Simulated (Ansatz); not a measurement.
Species: FeF (charge 0, sextet). The spin state was set by rule; other spins were not relaxed. SMILES: [F][Fe]
Coordinates optimised at B3LYP-D3(BJ)/def2-TZVP (Ansatz, an electronic-structure program):
```xyz
2

Fe     0.0000     0.0000    -0.4594
F      0.0000     0.0000     1.3271
```
Charge 0, spin multiplicity 6.

Wanted: vertical electron affinity (to the quintet state of charge -1; a negative value means that the extra electron is unbound and the number depends on the basis; each state is the SCF solution reached for its spin; the UHF <S^2> is 6.21 for the quintet (pure: 6.00); for the quintet the Hartree-Fock reference is unstable and T1 is 0.063), in eV. Cores are frozen in the correlated levels unless marked. Open shells are spin-unrestricted. No spin-orbit coupling. Frozen are the shells of the preceding noble gas and the d and f shells that filled before the atom's block. No relativistic terms. Anions need diffuse functions: def2-D sets add few. 

| level | program | vertical electron affinity (eV) |
|---|---|---|
| SVWN5/def2-TZVPD | Ansatz | 1.72 |
| PBE/def2-TZVPD | Ansatz | 1.47 |
| r2SCAN/def2-TZVPD | Ansatz | 1.32 |
| B3LYP/def2-TZVPD | Ansatz | 1.49 |
| PBE0/def2-TZVPD | Ansatz | 1.21 |
| BHLYP/def2-TZVPD | Ansatz | 1.17 |
| wB97M-V/def2-TZVPD | Ansatz | 1.43 |
| wB97X-V/def2-TZVPD | Ansatz | 1.30 |
| wB97X/def2-TZVPD | Ansatz | 1.69 |
| CCSD/def2-SVPD | Ansatz | 0.91 |
| CCSD/def2-TZVPPD | Ansatz | 1.13 |
| CCSD/def2-QZVPPD | Ansatz | 1.20 |
| CCSD(T)/def2-TZVPPD | Ansatz | 1.22 |
| CCSD(T)/def2-QZVPPD | Ansatz | 1.31 |
